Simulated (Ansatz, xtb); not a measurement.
A geometry optimisation of C2H5AlClF with r2SCAN-D4/def2-SVP

The starting geometry of this gas-phase singlet was built from a drawn formula by distance geometry and a force field; its bonds are those of `[CH3][AlH][C@@H](F)Cl`.

```tsv
atom	x (Å)	y (Å)	z (Å)
C	0.0932	-1.2591	-1.6355
C	2.0337	0.8556	-3.5021
Al	0.3149	0.0762	-3.1911
Cl	3.2873	-0.3777	-3.8118
F	2.4016	1.6543	-2.4289
H	0.2772	-0.6612	-0.6925
H	0.7776	-2.0802	-1.7832
H	-0.9439	-1.5618	-1.6159
H	-0.9245	0.2946	-4.1593
H	1.9962	1.5284	-4.4126
```

Question: Where would you expect an optimisation with r2SCAN-D4/def2-SVP to take it?

Answer: A new bond forms, giving a structure with Cl4 bridging Al3 and C2, given below by its coordinates. Distances that change by over a tenth: C2–Cl4 (1.79 → 2.04 Å). Contacts that close: Al3–Cl4 (3.07 → 2.40 Å).

The energy falls by 0.64 eV over 25 steps:

| step | E − E(last) (eV) |
| --- | --- |
| 1 | 0.637 |
| 4 | 0.222 |
| 6 | 0.087 |
| 9 | 0.018 |
| 12 | 0.013 |
| 14 | 0.009 |
| 17 | 0.004 |
| 20 | 0.001 |
| 22 | 0.000 |
| 25 | 0.000 |

Final geometry (Å):

```xyz
10

C     0.1230   -1.1127   -1.6118
C     1.9856    1.0617   -3.3643
Al    0.3239   -0.0412   -3.2252
Cl    2.3198   -0.6552   -4.4090
F     2.8831    1.1181   -2.3804
H    -0.5894   -0.6509   -0.9057
H     1.0803   -1.2362   -1.0791
H    -0.2652   -2.1213   -1.8342
H    -0.8063    0.3144   -4.2778
H     2.2584    1.7922   -4.1455
```

From the same start GFN2-xTB reaches the same bonding as this run.

The end wasn't checked by frequencies. Run with Ansatz 0.2.0, 45 s on 2 threads of Intel(R) Xeon(R) Platinum 8488C (Sapphire Rapids) (shared host).
